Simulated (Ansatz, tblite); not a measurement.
Spin states of BeF₃⁻ (the lowest singlet isomer of a short search), each relaxed with r2SCAN-D4/def2-TZVPD in Ansatz. Electronic energies in the gas phase.

The xTB rows come from tblite. LC-ωPBE has ω = 0.4 bohr⁻¹. Correlated methods freeze 3 core orbitals. In CCSD on the charge -1 triplet the largest single amplitude is 0.27, so its Hartree–Fock determinant may place the open shell otherwise than the density functionals do. In the triplet, F2 and F3 lie 1.96 Å apart (atoms count from 1), so these atoms are partly bonded to each other. In the quintet geometry the species has come apart into loosely held pieces. In the quintet, F3 and F4 lie 1.91 Å apart, F2 and F4 lie 1.91 Å apart (atoms count from 1), so these atoms are partly bonded to each other. The structure comes from a short search, and lower isomers may exist.

Singlet geometry (D3h within 0.1 Å):

Cartesian coordinates in Å:
```
Be 0.000 0.000 0.000
F -1.439 0.309 0.129
F 0.738 -0.572 1.144
F 0.700 0.264 -1.273
```

Triplet geometry (Cs within 0.1 Å):

```xyz
4

Be   -0.3876    0.2030    0.3165
F     0.0108   -1.3344   -0.0717
F    -0.2138    0.1664   -1.3086
F     0.5906    0.9649    1.0638
```

Quintet geometry:

```xyz
4

Be   -0.974    0.214    0.563
F    -0.287   -1.220    0.156
F     0.083    1.252   -0.143
F     1.179   -0.246   -0.576
```

⟨S²⟩: triplet 2.01 at PBE0-D4/def2-TZVPD (pure 2.00), quintet 6.01 at PBE0-D4/def2-TZVPD (pure 6.00).

Run but left out: HF/STO-3G, HF/def2-TZVPD, HF/def2-TZVPPD, MP2/def2-TZVPD, MP2/def2-TZVPPD (triplet: a determinant that CCSD turns far, T1 0.050); GFN2-xTB (tight binding far off the other levels); HF/STO-3G, HF/def2-TZVPD, HF/def2-TZVPPD, MP2/def2-TZVPD, MP2/def2-TZVPPD (quintet: a determinant that CCSD turns far, T1 0.051).

Only these spin states were relaxed. The quintet has fallen apart into loose fragments. The quintet has other bonds than the singlet, so the gap mixes isomer and spin.

```csv
level,triplet − singlet (kJ/mol),quintet − singlet (kJ/mol),lowest of these,remarks
GFN1-xTB,632.3,1465.7,singlet,–
LDA (SPW92)/def2-TZVPD,628.7,1333.6,singlet,"HOMO above zero (quintet), HOMO above zero (triplet)"
PBE-D4/def2-TZVPD,603.5,1282.2,singlet,"HOMO above zero (quintet), HOMO above zero (triplet)"
revPBE-D4/def2-TZVPD,597.9,1267.4,singlet,"HOMO above zero (quintet), HOMO above zero (triplet)"
r2SCAN-D4/def2-TZVPD,619.2,1307.6,singlet,"HOMO above zero (quintet), HOMO above zero (triplet)"
PBE0-D4/def2-TZVPD,638.1,1348.4,singlet,"HOMO above zero (quintet), HOMO above zero (triplet)"
LC-ωPBE/def2-TZVPD,670.8,1412.6,singlet,HOMO above zero (quintet)
ωB97M-V/def2-TZVPD,679.4,1431.4,singlet,HOMO above zero (quintet)
B2PLYP/def2-TZVPD,677.1,1422.7,singlet,–
RPA@PBE/def2-TZVPD,624.7,1320.2,singlet,–
CCSD/def2-TZVPPD,706.7,1483.8,singlet,"HOMO above zero (quintet), large T1 (0.050) (triplet), large T1 (0.051) (quintet)"
CCSD(T)/def2-TZVPPD,698.1,1471.6,singlet,"HOMO above zero (quintet), large T1 (0.050) (triplet), large T1 (0.051) (quintet)"
```

Change of the quintet − singlet gap on mixing in exact exchange, in kJ/mol: PBE to PBE0 (25 % exact exchange) 66.2.

The xTB methods have no spin-polarisation term.
